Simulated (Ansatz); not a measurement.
The cluster Al6N⁻, relaxed as a singlet with RKS PBE0-D4/def2-SVPD in Ansatz, starting from the GFN2-xTB geometry. Force threshold 0.02 eV/Å.

The restricted singlet is unstable towards broken spin symmetry in Hartree–Fock (as tested in another run); at PBE0-D4/def2-SVPD this wasn't settled. The structure comes from a short search, and lower isomers may exist.

Start:

| atom | x (Å) | y (Å) | z (Å) |
| --- | --- | --- | --- |
| N1 | 0.5310 | -0.9791 | 0.4610 |
| Al2 | -0.2419 | -0.2980 | 1.9897 |
| Al3 | -0.0763 | 0.7398 | -1.8018 |
| Al4 | -0.5113 | -1.6675 | -0.9048 |
| Al5 | 0.2460 | 1.8300 | 0.5288 |
| Al6 | 1.9229 | -0.0317 | -0.3127 |
| Al7 | -1.8706 | 0.4064 | 0.0397 |

```tsv
step	energy (eV)	largest force component (eV/Å)	SCF passes
1	-41039.2735	1.240	72
2	-41040.0902	2.022	47
3	-41040.6496	1.605	32
4	-41040.9909	0.680	29
5	-41041.0818	0.177	24
6 (rejected)	-41041.0669	0.319	28
7	-41041.0963	0.032	25
8	-41041.1035	0.097	29
9	-41041.1272	0.112	29
10	-41041.2199	0.367	29
11	-41041.3127	0.335	27
12	-41041.3440	0.281	28
13 (rejected)	-41041.3287	0.421	28
14 (rejected)	-41041.3327	0.415	24
15	-41041.3636	0.110	25
16	-41041.3650	0.042	25
17 (rejected)	-41041.3644	0.051	25
18	-41041.3653	0.004	25
```

Force components are those of the run's own axes.

End:

| atom | x (Å) | y (Å) | z (Å) |
| --- | --- | --- | --- |
| N1 | 0.224 | -0.278 | 0.233 |
| Al2 | -0.617 | -0.002 | 2.002 |
| Al3 | -0.305 | 1.143 | -1.457 |
| Al4 | -0.157 | -1.952 | -0.704 |
| Al5 | 0.915 | 1.675 | 0.751 |
| Al6 | 1.977 | -0.367 | -0.653 |
| Al7 | -2.037 | -0.217 | -0.171 |

Bonds lost: Al3–Al4, Al5–Al7 (atoms count from 1). Bonds formed: N1–Al3, N1–Al5, N1–Al7 (atoms count from 1).

No frequencies were taken in this run, so the end may be a saddle point.

Run time 64 s (4 threads of Arm Neoverse V2 on a shared host), peak host memory 0.55 GiB.
